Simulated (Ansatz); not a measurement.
Ansatz (an electronic-structure program) input (B2PLYP/aug-cc-pV(5+d)Z): A basis named .json is the Basis Set Exchange file of that set (core-valence sets with the plain set on hydrogen).

Ansatz 0.2 input:
```yaml
crystal:
  periodic: [false, false, false]
  atoms:
    - {symbol: H, position_ang: [0.00000000, 0.00000000, 0.00000000]}
basis:
  gaussian:
    orbitals: aug-cc-pV_5+d_Z.json
hamiltonian:
  xc: {name: B2PLYP}
magnetization: {spin_polarized: true, initial_magnetization: 1}
correlation: {electrons: outside_noble_gas}
scf: {lower_state_search: full}
```

Output:

```
Functional definition: B2PLYP
integrals: 0.02 GiB planned
513 factors; integrals over basis functions are off by at most 1.0e-4 eV
mean field: 0.13 GiB planned
mean field evaluation 1: about -13.5585 eV, gradient 9.2e-1 eV
mean field evaluation 2: about -13.5585 eV, gradient 9.2e-1 eV
mean field evaluation 4: about -13.5740 eV, gradient 7.4e-3 eV
mean field evaluation 8: about -13.5741 eV, gradient 3.7e-4 eV
mean field evaluation 16: about -13.5585 eV, gradient 9.2e-1 eV
mean field evaluation 32: about -13.5741 eV, gradient 4.5e-3 eV
mean field -13.57405389 eV, -0.4988372796 hartree, gradient 2.0e-6 eV, S^2 0.750000; 2 other end points of the search recorded, 0 dependent functions left out
reference -13.57416767 eV, -0.4988414611 hartree; 1, 0 occupied and 79, 80 virtual orbitals, 513 factors
second order 0.00000000 eV of doubles, -0.00000000 eV of singles
Total energy: -13.57416767 eV, -0.4988414611 hartree
```
